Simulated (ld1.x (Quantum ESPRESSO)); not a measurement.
**Building the PAW potential for Nd (PBEsol, scalar-relativistic).**

* Element: Nd
* Generator: ld1.x (Quantum ESPRESSO) 7.5
* Type: PAW
* Functional: PBEsol
* Relativity: scalar-relativistic
* Frozen core: [Kr] 4d10
* Valence charge: 14
* Reference configuration: 4f4 5s2 5p6 5d0 6s2 6p0
* Partial waves: 5s (bound): rcut 2.25, rcutus 2.35 bohr; 6s (bound): rcut 2.25, rcutus 2.35 bohr; 5p (bound): rcut 2.40, rcutus 2.95 bohr; 6p (bound, empty): rcut 2.40, rcutus 2.95 bohr; 5d (bound, empty): rcut 2.40, rcutus 2.75 bohr; 5d channel at 0.75 Ry: rcut 2.40, rcutus 2.75 bohr; 4f (bound): rcut 0.65, rcutus 0.90 bohr; 4f channel at 4.3 Ry: rcut 0.65, rcutus 0.90 bohr
* Local potential: all-electron potential smoothed inside 2.60 bohr (lloc = -2)
* Core correction: Bessel-smoothed model core inside 0.90 bohr
* Augmentation charge: BESSEL, radius 0.70 bohr

All-electron outer shells of the reference configuration (PBEsol, scalar-relativistic, ld1.x):

```
shell  level (eV)  outermost node (bohr)  outermost maximum (bohr)
   4p     -225.70                   0.32                      0.59
   4d     -116.57                   0.29                      0.62
   5s      -40.49                   0.72                      1.32
   5p      -22.10                   0.77                      1.50
   6s       -3.52                   1.77                      3.78
   5d       -1.93                   0.88                      2.24
   4f       -1.79                      –                      0.67
   6p       -1.22                   2.14                      5.04
```

Task: Does the generator finish with these settings?

Result: Yes, a potential is produced and its reference levels are reproduced.

Task: Estimate the cutoffs (Ry, on a coarse ladder) from which the occupation-weighted sum of valence levels, in a spherical-Bessel basis at the reference potential, stays within 10 and 1 mRy of its value at 400 Ry.

Result: 180 Ry and 300 Ry.

Task: What does a ghost test show?

Result: No extra level below or beside the all-electron valence levels (s, p, d, f tested).

Task: Is the overlap operator S = 1 + Σ q|β⟩⟨β| positive definite (Bessel basis up to 400 Ry)?

Result: Yes: its lowest eigenvalue is 0.08 (p channel).

Task: Which valence shell sets the plane-wave cutoff?

Result: 4f: its level needs 260 Ry to come within 1 mRy, against 15 Ry for 6s.

Its largest configuration-test error is -45 meV (4f4 5s2 5p6 5d0 6s0 6p0). Test run stopped at test 3 of 7 (negative rho).
